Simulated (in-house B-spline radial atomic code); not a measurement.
## Ionising Al⁴⁺ with different functionals

Computed with an all-electron radial atomic-structure program (B-spline basis): four-component Dirac-Coulomb Hamiltonian, Fermi nucleus of rms radius 3.061 fm, spin-restricted, spherical fractional occupations for the functionals. The ionisation energy is the difference of two self-consistent energies, [He] 2s2 2p5 → [He] 2s2 2p4, without Breit or QED terms; ε is the level of the shell that loses the electron (mean over j). The electron is taken from both j subshells in proportion to 2j + 1, so the result is a j average, not the step between ground levels.

Hybrids are left out here: with spherical fractional occupations of an open shell their exact exchange keeps a self-interaction that integer-occupation calculations don't have.

| method | rung | ΔSCF (eV) | -ε(2p) (eV) |
| --- | --- | --- | --- |
| LDA VWN5 | LDA | 157.21 | 138.71 |
| relativistic LDA | LDA | 157.18 | 138.68 |
| LDA PW92 | LDA | 157.20 | 138.70 |
| LDA exchange-only | LDA | 155.04 | 136.57 |
| PBE | GGA | 157.19 | 138.66 |
| PBEsol | GGA | 156.97 | 138.46 |
| BLYP | GGA | 157.28 | 138.73 |
| RPBE | GGA | 157.13 | 138.61 |
| PW91 | GGA | 157.42 | 138.88 |
| BP86 | GGA | 157.32 | 138.78 |
| AM05 | GGA | 156.92 | 138.42 |
| OLYP | GGA | 157.66 | 139.14 |

(1) How do they compare with the NIST value?

## Answers

(1) NIST lists 153.825 eV ± 0.0025 (semi-empirical, ground level to ground level). Errors run from +1.22 to +3.83 eV. The correlated functionals all miss on the same side by more than they spread, so the cause is common to them (Breit-QED terms, spin polarisation, the choice among j levels, multiplet and fine-structure energies, or a listed next ion that isn't the cheapest removal here) and closeness doesn't rank the functionals.
